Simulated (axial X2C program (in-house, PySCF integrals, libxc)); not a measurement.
**TiN: nuclear properties from DFT to coupled cluster**

Calculated with an in-house all-electron X2C program for linear molecules (integrals from PySCF): two-component X2C with atomic mean-field Coulomb and Gaunt terms, Gaussian nuclei, basis Ti dyall-acv3z, N dyall-av3z with contracted cores.

R = 1.543 Å (near the PBE0 minimum at charge 0 of the determinant lowest at the starting distance; the state shown can have its own minimum elsewhere); state Ω = 1/2 (⟨Sz⟩ = 0.50, ⟨Lz⟩ = 0.00 at PBE0).

```json
{"level": "PBE0", "Eeff magnitude (GV/cm)": "0.414", "Ws magnitude Ti (kHz)": "0.315", "A∥/gI Ti (MHz)": "1800", "qzz Ti (a.u.)": "-1.96", "A∥/gI N (MHz)": "41.5", "μ (D)": "-3.46"}
{"level": "HF", "Eeff magnitude (GV/cm)": "0.906", "Ws magnitude Ti (kHz)": "0.695", "A∥/gI Ti (MHz)": "983", "qzz Ti (a.u.)": "-1.86", "A∥/gI N (MHz)": "-197", "μ (D)": "-2.65"}
{"level": "B3LYP", "Eeff magnitude (GV/cm)": "0.401", "Ws magnitude Ti (kHz)": "0.305", "A∥/gI Ti (MHz)": "1950", "qzz Ti (a.u.)": "-2.08", "A∥/gI N (MHz)": "50.2", "μ (D)": "-3.57"}
```

Eeff is the effective electric field on the electron electric dipole moment in this Ω state and Ws the scalar–pseudoscalar constant of the nucleus named (defined with the proton number Z and per Ω); A∥ (defined per Ω) follows by multiplying with gI = μI/(I μN); qzz is the electric field gradient, eQq0 = 234.96 MHz × Q/barn × qzz; μ is positive if the N end (last atom) is positive. The operators were transformed with the bare-nucleus X2C matrices; with these basis sets, hyperfine constants and field gradients can be off by tens of per cent, and where levels differ in sign neither size nor sign is settled.

Finite-field MP2, CCSD and CCSD(T), with 17 electrons correlated in 130 natural virtual spinors (MP2 remainder added):

```csv
level,Eeff magnitude (GV/cm),Ws magnitude Ti (kHz),A∥/gI Ti (MHz),qzz Ti (a.u.),A∥/gI N (MHz),μ (D)
MP2,0.153,0.111,2530,-0.19,447,-6.26
CCSD,0.492,0.377,1780,-1.78,57,-3.51
CCSD(T),0.431,0.332,1890,-1.78,75.4,-3.70
```

T1 = 0.067 (Lee–Taylor), a sign of multireference character. One unrestricted determinant, the lowest of a limited PBE0 search, is the reference; the functionals treat spin collinearly. Eeff spreads by more than a factor of two over the levels. Correlation of the inner shells is missing, which matters for properties at the nucleus. Number of frozen shells: Ti 2 s, 1 p; N 1 s.

(1) By how much does correlation change each value, CCSD(T) against HF?

Answers

(1) Eeff magnitude -52 %; Ws magnitude Ti -52 %; A∥/gI Ti 92 %; qzz Ti -4 %; A∥/gI N from -197 to 75.4, a change of sign; μ 40 %.
